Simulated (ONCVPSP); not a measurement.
**carbon ONCV: all-electron and pseudo phase curves**

carbon (C), optimised norm-conserving Vanderbilt (ONCV), made with ONCVPSP 4.0.1 (PBE, fully relativistic). Core [He], reference 2s2 2p2. Waves: 2s: rc 0.85 bohr, ncon 4, nbas 8, qcut 7.1 1/bohr, 3 projectors, debl 0.5 Ha; 2p: rc 3.15 bohr, ncon 4, nbas 7, qcut 3.8 1/bohr, 2 projectors, debl 3.1 Ha. Local part: polynomial inside 0.70 bohr (lpopt 5, dvloc0 1 Ha). Core correction: Teter function, fcfact 5, rcfact 1.45.

Open shells are filled in proportion to 2j + 1.

In the s channel the program set the typed energies aside and used -0.505, 0.250, 0.750 Ha.

The phase is arctan(r·R′/R) of the radial function R(r), unwrapped; energies in Ha, scanned from -2 to 5 Ha. A pole is an energy at which the radial function vanishes at the test radius. The pseudo phase is shifted by a multiple of π to meet the all-electron one at the reference energy, and phase errors are pseudo minus all-electron; the curves can meet again beyond the range given. Levels narrower than the energy grid can be missing from the lists of poles.

Task: For each channel, where are the poles, and over which energies does the pseudopotential scatter like the atom?

Result:

```csv
channel,radius (bohr),reference energy (Ha),"poles, all-electron","poles, pseudo",unbroken range about the reference energy with phases within 0.05 rad,phase error 1 Ha above the reference energy (rad)
s,0.86,-0.51,none,none,the whole range,+0.000
p3/2,3.19,-0.19,"-0.11, 1.39, 3.91","-0.11, 1.68, 4.35",below 0.1,+0.192
p1/2,3.19,-0.19,"-0.11, 1.39, 3.91","-0.11, 1.68, 4.35",below 0.1,+0.193
```

Note: ghosts flagged at negative energy: s at -297.4 eV, p3/2 at -4917.4 eV, p1/2 at -4444.5 eV; GHOST(+) flagged for s at 227.2 eV. A true bound ghost makes a file unfit for plane-wave use.

Phases in the s channel:

| E (Ha) | all-electron | pseudo |
| --- | --- | --- |
| -1.98 | 0.454 | 0.454 |
| -1.62 | 0.338 | 0.338 |
| -1.26 | 0.207 | 0.207 |
| -0.90 | 0.063 | 0.063 |
| -0.54 | -0.089 | -0.089 |
| -0.18 | -0.242 | -0.242 |
| 0.18 | -0.391 | -0.391 |
| 0.54 | -0.530 | -0.530 |
| 0.90 | -0.654 | -0.654 |
| 1.26 | -0.764 | -0.764 |
| 1.62 | -0.860 | -0.860 |
| 1.98 | -0.942 | -0.942 |
| 2.34 | -1.013 | -1.013 |
| 2.70 | -1.074 | -1.075 |
| 3.06 | -1.128 | -1.128 |
| 3.42 | -1.174 | -1.175 |
| 3.78 | -1.216 | -1.216 |
| 4.14 | -1.252 | -1.252 |
| 4.50 | -1.284 | -1.285 |
| 4.86 | -1.313 | -1.314 |
